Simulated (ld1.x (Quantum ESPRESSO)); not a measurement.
u(r) = r·R(r): atom against pseudo-atom (Sn)

Columns: radius, all-electron u(r) and pseudo u(r) of the 5p shell (level -4.01 eV) of tin in the configuration [Kr] 4d10 5s1.5 5p2.5; PBE, scalar-relativistic, TM scheme, ld1.x (Quantum ESPRESSO) 7.5.

```csv
r (bohr),all-electron,pseudo
0.132,-0.0087,-0.0028
0.265,-0.1590,-0.0113
0.398,0.0059,-0.0255
0.530,0.1858,-0.0456
0.663,0.2595,-0.0719
0.795,0.2314,-0.1043
0.928,0.1411,-0.1433
1.060,0.0248,-0.1882
1.193,-0.0964,-0.2390
1.325,-0.2083,-0.2936
1.458,-0.3071,-0.3509
1.590,-0.3894,-0.4075
1.723,-0.4565,-0.4611
1.855,-0.5088,-0.5081
1.988,-0.5487,-0.5470
2.120,-0.5771,-0.5760
2.252,-0.5960,-0.5956
2.385,-0.6068,-0.6067
2.518,-0.6106,-0.6106
2.650,-0.6088,-0.6088
2.782,-0.6021,-0.6021
2.915,-0.5916,-0.5916
3.048,-0.5780,-0.5780
3.180,-0.5620,-0.5620
3.312,-0.5443,-0.5443
3.445,-0.5250,-0.5250
```

Task: How many radial nodes do the two functions have?

Result: The all-electron 5p function has n − l − 1 = 3 (the table is too coarse to show those close to the nucleus); the pseudo-wave has 0, since the states of the same l below it are removed with the core.

Task: At about which radius was the pseudo-wave matched?

Result: 2.65 bohr. The columns agree to 0.0005 from 2.25 bohr on; several derivatives are matched, so the curves merge somewhat inside the radius.

Task: Is the pseudo-wave norm-conserving?

Result: Yes: the TM scheme keeps the norm inside the radius equal to the all-electron one, which fixes the energy derivative of the logarithmic derivative at the level.
